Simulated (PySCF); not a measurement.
Working out the ionisation energy of Tl

Tl [Xe] 4f14 5d10 6s2 6p1 (2P) → Tl+ [Xe] 4f14 5d10 6s2 (1S). Computed with PySCF 2.14 in def2-QZVPPD with the def2 core potential (60 electrons) (8s6p5d4f1g, 88 functions), with a scalar-relativistic core potential. Frozen: nothing. Energies in hartree (1 hartree = 27.21139 eV):

```
             part   Tl (lower)  Tl+ (upper)
              UHF  -171.515555  -171.331280
MP2 opposite-spin    -0.373540    -0.368243
    MP2 same-spin    -0.197107    -0.191082
```

Task: What does Hartree-Fock give?

Result: (-171.331280) − (-171.515555) = 0.184275 hartree = 5.014 eV.

Task: What do MP2 and SCS-MP2 (6/5 opposite-spin, 1/3 same-spin) give?

Result: The opposite-spin parts differ by 0.144 eV and the same-spin parts by 0.164 eV. MP2: 5.014 + (0.144) + (0.164) = 5.322 eV. SCS-MP2: 5.014 + 1.2 × (0.144) + (0.164)/3 = 5.241 eV.

Measured between the centres of the two terms (NIST): 5.464 eV, so MP2 (valence and next inner shell) is off by -0.142 eV.

What remains against the reference includes basis incompleteness and correlation beyond second order.
